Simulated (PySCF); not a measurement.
# How methods differ on the ionisation energy of Ti²⁺

Ti²⁺ [Ar] 3d2 (3F) → Ti³⁺ [Ar] 3d1 (2D), as a difference of total energies. Calculation: PySCF 2.14, in x2c-QZVPPall (11s7p5d3f2g, 96 functions); the spin-free X2C one-electron Hamiltonian (Gaussian nucleus). Correlated levels: valence: [Ar] frozen. The calculations carry no spin-orbit coupling.

Order these methods by the ionisation energy they give, lowest first.
A. SCS-MP2 (valence)
B. MP2 (valence)
C. CCSD (valence)
D. UHF

D (26.625 eV), A (26.669 eV), B (26.757 eV), C (26.793 eV).

The reference lies between the lowest fine-structure levels, while these numbers refer to the centres of the terms.

Errors of the correlated levels include the incompleteness of this basis and the frozen core.

With two correlated electrons CCSD is exact in that space.

For comparison: 27.492 eV (measured; NIST Atomic Spectra Database, ionization energies).
